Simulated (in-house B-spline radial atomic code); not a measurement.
Values are calculated unless marked as measured or tabulated.
**O in an electron gas of r_s = 3: phase shifts, screening, friction and resistivity**

A nucleus sits in a uniform electron gas with a rigid positive background. The Kohn-Sham equations are solved self-consistently in the spin-unpolarised LDA (PW92), non-relativistic, on B-splines with outgoing waves at the boundary and partial waves to l = 8. The model has no lattice, no bands and no magnetic solution. Atomic units; δ_l are the phase shifts at the Fermi level, counted so that each bound state adds π, and good to about 0.0005.

The density parameter is r_s = 3 bohr, near that of the valence electrons of Ag (1 per atom, density 10.5 g/cm³, mass 107.87 u, which gives r_s = 3.02).

```csv
l,δ_l (rad)
0,5.1554
1,2.4671
2,-0.0034
3,0.0034
4,0.0005
5,0.0002
6,0.0001
7,0.0001
8,0.0001
```

Bound levels below the band bottom (hartree): s -18.21, s -0.4269.

(1) Check the Friedel sum rule, and say where the screening charge sits.

(2) Find the transport cross section and the electronic stopping of a 10 keV O ion (mass 16.0 u).

(3) What residual resistivity would 1 atomic per cent of such centres give in Ag?

(4) On a substitutional site the background of one host ion, a sphere holding 1 charge, is taken out. The phase shifts for l = 0 to 4 become 4.9291, 2.1880, -0.0847, -0.0097, -0.0004. What follows?

Answers

(1) k_F = (9π/4)^(1/3)/r_s = 0.63972. The rule is Z = (2/π) Σ (2l + 1) δ_l. The terms are s 3.282, p 4.712, d -0.011, f 0.015 and 0.007 beyond, in all 8.005 against Z = 8. Bound states hold 4 s, 0 p, 0 d electrons, so the scattering states carry 4.01 in all; where a term is smaller than its bound count, the bound level has drawn weight out of the band.

(2) σ_tr = (4π/k_F²) Σ (l + 1) sin²(δ_l − δ_(l+1)). The terms for l = 0 to 3 are 0.1918, 0.7734, 0.0001, 0.0000, all together 0.9653, so σ_tr = 30.707 × 0.9653 = 29.642 bohr². With n = 3/(4π r_s³) = 0.008842, the friction coefficient is Q = n k_F σ_tr = 0.1677. For v well below v_F = 0.640, dE/dx = Q v; with 24801 eV per u at v = 1, v = √(10000/(24801 × 16.0)) = 0.1587, so dE/dx = 0.02662 hartree/bohr = 13.7 eV/nm. The largest term couples the p and d waves.

(3) Δρ = k_F n_i σ_tr/n in atomic units of 21.74 μΩ·cm. With one host atom per 1 electron, n_i/n = 0.01/1, so Δρ = 0.6397 × 0.01000 × 29.642 × 21.74 = 4.12 μΩ·cm. This is an atom added to the gas, as on an interstitial site.

(4) The Friedel sum is now 7.01, for Z − 1 = 7. The sum in σ_tr is 1.3354, so σ_tr = 41.01 bohr² and Δρ = 5.70 μΩ·cm per atomic per cent, 1.38 times the value above. A real host ion scatters too, so this model doesn't give zero even for the host's own atom.
